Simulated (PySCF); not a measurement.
## Two-dimensional NMR puzzle

Compound of formula C6H16N2Si. Correlations simulated from computed shifts and the bond graph:

HSQC (one-bond C–H):
```csv
δH,δC
8.94,183.5
2.46,39.4
2.15,30.3
0.10,-1.4
```

COSY cross peaks (H two or three bonds apart, from the bond graph; peaks can be absent where the dihedral angle is near 90°):
```csv
δH,δH
8.94,2.15
```

HMBC (two and three bonds, from the bond graph):
```csv
δH,δC
8.94,30.3
2.46,39.4
2.15,183.5
0.10,-1.4
```

[PySCF 2.14.0 with density-fitted response routines: geometry: GFN2-xTB; σ from GIAO-PBE0/pcSseg-1; in vacuum; a single conformation; no relativistic terms; one averaged value for each set of equivalent atoms]

Referencing at the same level of theory: ¹H (σref 31.72) and ¹³C (σref 186.93) against TMS.

Exchangeable hydrogens are left out of these lists.

Work out the connectivity.

Results:

SMILES C/C=N\[Si](C)(C)N(C)C.

Numbering as in the mapped SMILES `[CH3:1]/[CH:2]=[N:3]\[Si:4]([CH3:5])([CH3:6])[N:7]([CH3:8])[CH3:9]`; H(Xn) means a hydrogen on atom n.

- δC 183.5 is C2, a C=N carbon (δH 8.94).
- δC 39.4 is C8/C9, a methyl carbon bonded to N (δH 2.46).
- δC 30.3 is C1, a methyl carbon (δH 2.15).
- δC -1.4 is C5/C6, a methyl carbon bonded to Si (δH 0.10).
- COSY links 8.94–2.15.

The data come from this structure; uniqueness wasn't tested.

Shifts are as computed. Against solution values, carbons near 30 ppm lie about +3 ppm off and those near 130 ppm about +5 ppm. Of 1309 compounds with measured shifts, 239 miss one by over three times the rms of a fit or turn the order of signals round; such compounds aren't used in these exercises.
